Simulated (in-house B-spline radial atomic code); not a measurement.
Values are calculated unless marked as measured or tabulated.
## Correlation energy from the adiabatic connection: ω²r²/2, ω = 1.61

Two electrons in a singlet, external potential ω²r²/2, ω = 1.61 (atomic units). Full CI in B-splines (partial waves to l = 8, correlation up to 0.6 % small) with the density held fixed gives W(λ) = <V_ee>_λ − U, and E_c is the integral of W(λ) − W(0) from 0 to 1.

| λ | W(λ) − W(0) (hartree) |
| --- | --- |
| 0 | 0.00000 |
| 0.02 | -0.00199 |
| 0.05 | -0.00495 |
| 0.12 | -0.01167 |
| 0.25 | -0.02357 |
| 0.4 | -0.03640 |
| 0.6 | -0.05215 |
| 0.8 | -0.06650 |
| 1 | -0.07962 |

(1) Integrate the table by the trapezoid rule.

(2) Now use only three numbers: W(0) = -0.96013, the initial slope W'(0) = -0.1002 (extrapolated from the first points) and the strong-coupling limit of the point-charge-plus-continuum model, W∞ = -1.311. What do second-order theory and the interpolation W(λ) = W∞ + (W(0) − W∞)/√(1 + 2χλ) of Seidl, Perdew and Levy give?

Answers

(1) The strips give -0.00002, -0.00010, -0.00058, -0.00229, -0.00450, -0.00885, -0.01187, -0.01461, which sum to -0.04283 hartree. The direct value, W(1) − W(0) + T_c with T_c = 0.03671, is -0.04291; the curve is convex, so chords lie above it and the trapezoids fall short in size by 0.20 %.

(2) Second order keeps the slope alone: E_c = W'(0)/2 = -0.05010, +17 % in size against -0.04291. Matching the slope fixes χ = W'(0)/(W∞ − W(0)) = -0.1002/(-0.35087) = 0.28558. Integrating, with s = √(1 + 2χ) = 1.253456, E_c = −(W(0) − W∞)(s − 1)/(s + 1) = −0.35087 × 0.253456/2.253456 = -0.03946 hartree, -8.0 % in size against the full result. At λ = 1 the formula gives W − W(0) = -0.07095 against -0.07962. Part of the miss can come from the model's W∞.
